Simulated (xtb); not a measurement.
N-methyl-N-silylethenamine (C3H9NSi), SMILES C=CN(C)[SiH3]. All values are semi-empirical tight-binding results from xtb (GFN2-xTB unless named), good for trends rather than for accurate numbers. Geometry: GFN2-xTB. The values are those of a single conformer.

Optimised geometry:

```xyz
14

C      1.7224    -1.2072     0.4151
C      1.2748     0.0423     0.4110
N      0.0090     0.4607     0.0579
C     -0.2163     1.8829     0.1916
Si    -1.2154    -0.6396    -0.4873
H      1.1062    -2.0419     0.1344
H      2.7340    -1.4236     0.7048
H      1.9370     0.8480     0.7072
H     -1.2307     2.1270    -0.1107
H     -0.0784     2.2041     1.2285
H      0.4774     2.4476    -0.4384
H     -0.7557    -1.3439    -1.6876
H     -1.5532    -1.5986     0.5696
H     -2.3694     0.2028    -0.7969
```
Charge 0, spin multiplicity 1.

- orbital gap = 4.34 eV
- dipole moment = 1.15 D
- zero-point energy = 68.3 kcal/mol
- G − E(el) at 298.15 K (modified RRHO) = 48.6 kcal/mol
- static polarisability (D4 model) = 77.0 bohr³
- solvation energy, GFN2-xTB/ALPB(water) = -0.1 kcal/mol
- solvation energy, GFN2-xTB/ALPB(thf) = -4.3 kcal/mol

Computed atomic charges and the Wiberg bond orders between heavy atoms:
charges (e) C1 -0.14, C2 0.02, N3 -0.22, C4 -0.03, Si5 0.48, H6 0.02, H7 0.03, H8 0.02, H9 0.04, H10 0.03, H11 0.03, H12 -0.09, H13 -0.09, H14 -0.11. Bond orders C1–C2 1.84, C2–N3 1.16, N3–C4 1.03, N3–Si5 1.01.
